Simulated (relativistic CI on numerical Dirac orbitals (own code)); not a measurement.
Ni+: L2,3 absorption edge

Computed with this model: Dirac-Coulomb-Breit CI, separate exchange-only KLI orbitals for each configuration, model QED (radiative potential, 1s self-energy scaled to tabulated hydrogen-like ionisation energies), valence Slater integrals scaled by 0.8, multiplet model of core-to-valence dipole absorption; configurations [Ar] 3d9 → [He] 2s2 2p5 3s2 3p6 3d10; 80 K; Lorentzian 0.6 eV and Gaussian 0.3 eV FWHM. Energies are those of the free ion, without screening or charge transfer. The branching ratio is the share of the lower-energy edge in the whole absorption, uncertain by about 0.02 where the edges overlap. S is read from ⟨S²⟩ = S(S + 1).

Field parameters in Wybourne normalisation: D3d B²₀ = −7Dσ, B⁴₀ = −14Dq − 21Dτ, B⁴₃ = −14√(10/7) Dq; D4h B²₀ = −7Ds, B⁴₀ = 21(Dq − Dt), B⁴₄ = 21√(5/14) Dq; Oh B⁴₀ = 21Dq, B⁴₄ = √(5/14) B⁴₀. The field is a parameter set, without covalency.

Computed curve for Oh, 10Dq = 5900 cm⁻¹, scaled to 100 at the maximum (points under 2 are left out and the grid is thinned):

Energy (eV), Intensity and a bar:
```
    850.7        2.1 
    850.9        2.6 
    851.1        3.2 
    851.2        3.6 
    851.4        4.6 #
    851.6        6.1 #
    851.8        8.4 ##
    852.0       12.4 ###
    852.1       15.5 ####
    852.3       25.8 #######
    852.5       47.0 ##############
    852.7       81.2 ########################
    852.9      100.0 ##############################
    853.0       92.3 ############################
    853.2       58.4 #################
    853.4       31.8 #########
    853.6       18.4 #####
    853.8       11.7 ###
    853.9        9.6 ##
    854.1        6.8 #
    854.3        5.1 #
    854.5        3.9 #
    854.6        3.5 
    854.8        2.8 
    855.0        2.3 
    868.8        2.0 
    869.0        2.8 
    869.1        3.4 
    869.3        5.2 #
    869.5        8.7 ##
    869.7       16.0 ####
    869.9       26.8 ########
    870.0       30.7 #########
    870.2       27.8 ########
    870.4       17.0 #####
    870.6        9.3 ##
    870.8        5.4 #
    870.9        4.3 #
    871.1        2.9 
    871.3        2.1
```

The ground state has S = 0.50, and the centroid lies at 856.98 eV.
